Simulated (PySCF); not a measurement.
Excitations are Tamm–Dancoff values on a coarser integration grid. The basis has no diffuse functions, so Rydberg states are missing or too high.

Cartesian coordinates (Å):
```xyz
15

Ga    -0.0225    -0.0713    -0.0467
Cl    -1.6931     0.4778    -1.3441
Cl    -0.5306    -1.3801     1.6178
Cl     1.9066    -0.4723    -0.9919
C      0.8422     4.0767     2.3073
C      1.8841     3.1707     2.0590
C      1.6064     2.0030     1.3426
N      0.3618     1.7333     0.8939
C     -0.6481     2.6015     1.1164
C     -0.4435     3.7887     1.8254
H      1.0319     5.0038     2.8690
H      2.9073     3.3625     2.4111
H      2.3762     1.2558     1.0915
H     -1.6237     2.3176     0.6902
H     -1.2853     4.4758     1.9903
```
Charge 0, spin multiplicity 1.

**Question.** Predict the charge on the central atom (meta-Löwdin), S1–T1 gap (TDA), T1 excitation (TDA), S1 excitation (TDA), HOMO–LUMO gap, dipole moment, charge on the central atom (Mulliken) and total energy from PySCF with PBE-D3(BJ)/def2-TZVP // PBE-D3(BJ)/def2-SVP.

**Answer.** 
```
Item                                              Value
----------------------------------------  -------------
charge on the central atom (meta-Löwdin)         0.58 e
S1–T1 gap (TDA)                                 0.01 eV
T1 excitation (TDA)                             3.44 eV
S1 excitation (TDA)                             3.45 eV
HOMO–LUMO gap                                   3.44 eV
dipole moment                                    8.56 D
charge on the central atom (Mulliken)            0.50 e
total energy                              -3552.9355 Ha
```
